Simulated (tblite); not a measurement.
C₄H₂BF₅.
Bonds: F1–B2, B2–F3, B2–C4, C4–C5 (triple), C5–C6, C6–C7, C7–F8, C7–F9, C7–F10. Hydrogens: H11, H12 on C6.

Computed with GFN2-xTB (tblite), gas phase: Langevin dynamics at 300 K from the optimised GFN2-xTB geometry, time step 0.5 fs, friction 0.01 fs⁻¹, 2000 steps. Over the second half of the run the saved frames average 283 K.

The optimised geometry, where the run starts:
```
atom  x, y, z in Å
F1      3.457    1.054   -1.674
B2      2.279    1.469   -1.260
F3      2.032    2.744   -1.454
C4      1.281    0.534   -0.607
C5      0.501   -0.230   -0.095
C6     -0.453   -1.125    0.518
C7     -1.766   -0.410    0.819
F8     -2.645   -1.249    1.391
F9     -1.611    0.616    1.663
F10    -2.353    0.069   -0.282
H11    -0.668   -1.961   -0.152
H12    -0.054   -1.512    1.460
```

t = 275 fs, T = 320 K, E(pot) 0.369 eV above the start
```
atom  x, y, z in Å  |  force x, y, z in eV/Å
F1      2.828    1.800   -1.985   -0.397  -0.457   0.986
B2      2.089    1.641   -0.868    0.391   1.414  -1.612
F3      2.098    2.708   -0.098    0.272  -0.067   0.246
C4      1.054    0.598   -0.651   -0.701  -1.153   0.641
C5      0.245   -0.181   -0.194    0.280   0.028   0.418
C6     -0.626   -1.183    0.406   -0.572   0.417  -0.575
C7     -1.922   -0.600    1.081    2.111  -0.418  -0.889
F8     -2.730   -1.607    1.296   -0.886  -1.004   0.789
F9     -1.686    0.049    2.199   -0.088   0.316   0.658
F10    -2.563    0.189    0.244   -0.284   0.862  -0.460
H11    -1.108   -1.734   -0.415    0.448  -0.372   0.038
H12    -0.029   -1.847    1.064   -0.575   0.434  -0.239
```

t = 525 fs, T = 310 K, E(pot) 0.522 eV above the start
```
atom  x, y, z in Å  |  force x, y, z in eV/Å
F1      2.322    2.036   -1.268    0.018  -0.549   1.330
B2      2.156    1.348   -0.128    0.076   0.110   0.461
F3      2.614    1.864    1.039   -0.365  -0.352  -1.644
C4      1.345    0.024   -0.083    2.623   3.132  -0.154
C5      0.400   -0.673   -0.178   -2.485  -2.931  -0.082
C6     -0.598   -1.739    0.003    0.746   0.780   1.902
C7     -1.835   -1.031    0.611    0.646   0.102  -0.538
F8     -2.802   -1.878    0.893   -1.033  -0.601  -0.794
F9     -1.648   -0.465    1.812    0.836   0.461  -0.231
F10    -2.219   -0.055   -0.244   -0.484  -0.452   0.516
H11    -0.747   -2.379   -0.845   -0.515   0.206  -0.536
H12    -0.215   -2.386    0.819   -0.063   0.093  -0.229
```

t = 575 fs, T = 197 K, E(pot) 0.447 eV above the start
```
atom  x, y, z in Å  |  force x, y, z in eV/Å
F1      2.528    1.986   -1.208    0.108   0.146  -0.489
B2      2.177    1.314   -0.158   -0.701  -0.729   1.344
F3      2.735    1.770    0.990   -0.659  -0.699  -1.077
C4      1.115    0.139   -0.207   -1.040  -2.882   1.181
C5      0.450   -0.911    0.002    2.735   4.415  -1.190
C6     -0.647   -1.824    0.047   -0.896  -0.754  -1.060
C7     -1.846   -1.032    0.548   -0.770  -0.645   0.358
F8     -2.907   -1.836    0.783    0.032  -0.357  -0.051
F9     -1.586   -0.466    1.710    0.169   0.569   0.647
F10    -2.337   -0.100   -0.265    0.491   0.162  -0.292
H11    -0.956   -2.223   -0.955    0.470   0.389   0.393
H12    -0.486   -2.718    0.663    0.062   0.385   0.238
```

t = 600 fs, T = 277 K, E(pot) 0.322 eV above the start
```
atom  x, y, z in Å  |  force x, y, z in eV/Å
F1      2.411    1.899   -1.229    0.564   1.246  -2.245
B2      2.104    1.319   -0.150   -0.066  -0.780   1.645
F3      2.726    1.754    0.913    0.223   0.232   0.571
C4      1.156    0.166   -0.099    0.416   0.424   0.005
C5      0.446   -0.791   -0.140   -0.635  -0.423  -0.077
C6     -0.618   -1.740   -0.126   -0.344  -0.799   2.898
C7     -1.868   -1.028    0.484    0.265  -0.611   0.207
F8     -2.866   -1.922    0.752    0.466   0.627  -0.554
F9     -1.614   -0.447    1.673    0.235  -0.317  -0.288
F10    -2.313   -0.048   -0.290   -0.396  -0.191  -0.243
H11    -0.744   -2.224   -1.048   -0.663  -0.235  -1.393
H12    -0.396   -2.583    0.609   -0.065   0.830  -0.525
```

t = 650 fs, T = 369 K, E(pot) 0.322 eV above the start
```
atom  x, y, z in Å  |  force x, y, z in eV/Å
F1      2.364    1.914   -1.300    0.169   0.081  -0.798
B2      2.168    1.230   -0.194   -0.153   0.900  -1.202
F3      2.737    1.806    0.796    0.729   0.222   1.701
C4      1.182    0.133   -0.204   -0.459  -1.099   0.279
C5      0.389   -0.772   -0.247   -0.055   0.343   0.078
C6     -0.694   -1.706   -0.244   -0.940  -0.611  -1.585
C7     -1.940   -1.087    0.396    0.332   0.759  -1.058
F8     -2.938   -1.907    0.607   -0.830  -1.097  -0.432
F9     -1.605   -0.688    1.591    0.373   1.074   1.424
F10    -2.466   -0.031   -0.292    0.476  -0.480   0.303
H11    -0.893   -2.084   -1.289   -0.008   0.497   0.817
H12    -0.488   -2.568    0.358    0.365  -0.589   0.472
```

t = 775 fs, T = 212 K, E(pot) 0.412 eV above the start
```
atom  x, y, z in Å  |  force x, y, z in eV/Å
F1      2.523    2.150   -1.485   -0.163  -0.771   1.100
B2      2.286    1.405   -0.390   -0.555  -0.067  -0.178
F3      3.002    1.679    0.691   -0.185  -0.017  -0.658
C4      1.190    0.296   -0.323   -1.802  -0.878  -0.385
C5      0.213   -0.464   -0.351    3.228   1.270  -0.311
C6     -0.703   -1.575   -0.268   -1.341   0.123  -0.627
C7     -2.043   -0.953    0.199   -0.052  -0.920  -1.118
F8     -3.057   -1.806   -0.120    0.105   0.046   0.559
F9     -2.093   -0.688    1.478   -0.240   0.280   0.545
F10    -2.335    0.142   -0.522    0.196   0.129   0.417
H11    -1.064   -2.077   -1.219    1.098   0.668   0.483
H12    -0.298   -2.347    0.391   -0.288   0.138   0.172
```

t = 800 fs, T = 264 K, E(pot) 0.343 eV above the start
```
atom  x, y, z in Å  |  force x, y, z in eV/Å
F1      2.548    2.153   -1.438   -0.208   0.038  -0.495
B2      2.240    1.409   -0.405   -1.079  -0.278  -1.146
F3      2.998    1.607    0.595    1.338   0.272   1.900
C4      1.117    0.388   -0.341    0.481   0.378  -0.199
C5      0.347   -0.527   -0.237    0.355   0.831   0.033
C6     -0.646   -1.522   -0.244   -1.891  -1.008  -0.358
C7     -2.084   -0.975    0.105    1.983  -0.318   0.430
F8     -3.080   -1.804   -0.151   -0.205  -0.154  -1.067
F9     -2.220   -0.773    1.408    0.277   0.515   0.859
F10    -2.185    0.196   -0.504   -0.947   0.271  -0.323
H11    -0.708   -1.941   -1.244   -0.171  -0.018  -0.496
H12    -0.387   -2.348    0.380    0.068  -0.530   0.861
```

t = 950 fs
```
atom  x, y, z in Å
F1      2.199    1.984   -1.119
B2      2.372    1.187   -0.114
F3      3.485    1.311    0.497
C4      1.339    0.096    0.052
C5      0.439   -0.687    0.096
C6     -0.619   -1.604   -0.046
C7     -2.040   -1.020    0.143
F8     -2.918   -1.911   -0.363
F9     -2.306   -0.941    1.480
F10    -2.288    0.130   -0.432
H11    -0.535   -1.962   -1.043
H12    -0.539   -2.508    0.557
```

Question: Estimate the potential energy and the forces of this last frame.

Answer: 0.313 eV above the start.

```
atom  Fx (eV/Å)  Fy (eV/Å)  Fz (eV/Å)
  F1     -0.132      1.059     -0.907
  B2     -1.035     -0.935     -0.496
  F3      1.403      0.119      1.082
  C4      0.817      0.768      0.412
  C5     -0.046      0.148      0.324
  C6     -1.185     -0.582      0.130
  C7      0.507     -1.277      0.837
  F8     -0.090      0.149      0.124
  F9     -0.087      0.293     -0.749
 F10      0.082      0.438      0.022
 H11     -0.232     -0.325     -1.323
 H12     -0.003      0.144      0.543
```

The bond farthest from its length at the start is C5–C6 (1.407 against 1.445 Å), and half the difference of its two atoms' forces along it is +0.68 eV/Å (positive lengthens). The largest atomic force is 1.78 eV/Å.

What follows is the cost of the whole dynamics run. Time: 11 s wall; peak memory 0.18 GiB. Hardware: Arm Neoverse V1, one thread, shared host.
